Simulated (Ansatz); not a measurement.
Geometry optimisation, RKS PBE0/cc-pVDZ (Ansatz).

Input:

```yaml
crystal:
  periodic: [false, false, false]
  atoms:
    - { symbol: Si, position_ang: [-1.29, 0.7934, 1.2464] }
    - { symbol: C, position_ang: [0.3761, 0.1448, 1.4693] }
    - { symbol: Al, position_ang: [0.46853, -0.79281, 3.225] }
    - { symbol: Si, position_ang: [-0.80732, -2.73123, 3.63264] }
    - { symbol: Cl, position_ang: [-2.87984, -2.13, 3.62477] }
    - { symbol: H, position_ang: [-1.667, 1.7336, 2.3647] }
    - { symbol: H, position_ang: [-1.3632, 1.6191, -0.0073] }
    - { symbol: H, position_ang: [-2.2724, -0.2459, 1.1659] }
    - { symbol: H, position_ang: [0.64045, -0.54107, 0.61137] }
    - { symbol: H, position_ang: [1.11088, 1.00146, 1.44178] }
    - { symbol: H, position_ang: [1.5484, -0.28264, 4.30572] }
    - { symbol: H, position_ang: [-0.51179, -3.22005, 4.96153] }
    - { symbol: H, position_ang: [-0.66967, -3.69914, 2.62048] }
basis:
  gaussian: { orbitals: cc-pVDZ }
hamiltonian:
  xc: pbe0
relax:
  f_tol: 0.015
  max_steps: 40
output:
  orbitals: {}
```

Command:

```bash
$ ansatz run input.yaml --threads 2 --pin off --max-ram 3072MiB --backend cpu --events-out ev --progress --plain --runs-dir out
```

Task: Where does it end, and by what steps?

Result: It converged. The force dipped under the threshold on the way, but the program's further checks kept it going. After 20 steps the energy has fallen by 0.446 eV; H11 moved furthest, 0.75 Å.

```csv
step,energy less start (eV),largest force component (eV/Å),accepted
0,0.0000,2.152,yes
1,-0.3752,0.957,yes
2,-0.4238,0.244,yes
3,-0.4291,0.065,yes
4,-0.4321,0.070,yes
5,-0.4341,0.085,yes
6,-0.4363,0.092,yes
7,-0.4380,0.093,yes
8,-0.4387,0.073,yes
9,-0.4403,0.088,yes
10,-0.4421,0.085,yes
11,-0.4430,0.059,yes
12,-0.4438,0.045,yes
13,-0.4442,0.046,yes
14,-0.4446,0.041,yes
15,-0.4450,0.047,yes
16,-0.4453,0.034,yes
17,-0.4454,0.021,yes
18,-0.4456,0.004,yes
19,-0.4457,0.008,yes
20,-0.4457,0.013,yes
```

```xyz
13
Properties=species:S:1:pos:R:3
Si -1.245 1.032 1.085
C 0.341 0.091 1.504
Al 0.367 -0.720 3.293
Si -0.677 -2.920 3.667
Cl -2.647 -2.345 4.211
H -1.481 2.126 2.085
H -1.172 1.653 -0.279
H -2.425 0.106 1.121
H 0.472 -0.689 0.732
H 1.181 0.804 1.417
H 0.942 0.085 4.548
H -0.153 -3.750 4.802
H -0.821 -3.823 2.476
```

The run took 120 s on 2 threads of Intel(R) Xeon(R) CPU @ 2.80GHz (Skylake/Cascade Lake), on a shared host, peak memory 0.36 GiB.
